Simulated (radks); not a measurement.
Charge is removed step by step from the 6s down level of neutral osmium, starting from [Xe] 4f14 5d6 6s(up 1, down 1). Calculated with a radial shooting solver on a logarithmic mesh with Libxc functionals: scalar-relativistic Kohn-Sham, r2SCAN, spin-polarised, spherical densities, finite nucleus; open shells are filled with parallel spins first (spin-orbit coupling, left out, can overturn this in heavy ions); meta-GGA in the generalised Kohn-Sham scheme; Fermi nuclear charge, rms radius 5.4126 fm.

removed (e)  E - E(0) (eV)  eigenvalue (eV)  E minus straight line (eV)
0                    0.000           -5.558                       0.000
0.125                0.737           -6.234                      -0.283
0.25                 1.557           -6.895                      -0.483
0.375                2.459           -7.538                      -0.601
0.5                  3.441           -8.177                      -0.640
0.625                4.503           -8.819                      -0.598
0.75                 5.643           -9.436                      -0.477
0.875                6.862          -10.078                      -0.279
1                    8.161          -10.699                       0.000

Removing the whole electron costs 8.161 eV by Delta-SCF, against 5.558 eV from minus the eigenvalue at the starting occupation. Slater's transition state (half an electron removed) gives 8.177 eV. Integrating minus the eigenvalue over the occupation (Janak's theorem) gives 8.165 eV. In this scalar-relativistic scheme the density is built from large components alone, so the theorem holds only approximately. The mean slope of the eigenvalue, de/dn, is 5.14 eV per electron. Ionisation energy of Os in the NIST Atomic Spectra Database: 8.438 eV (measured).
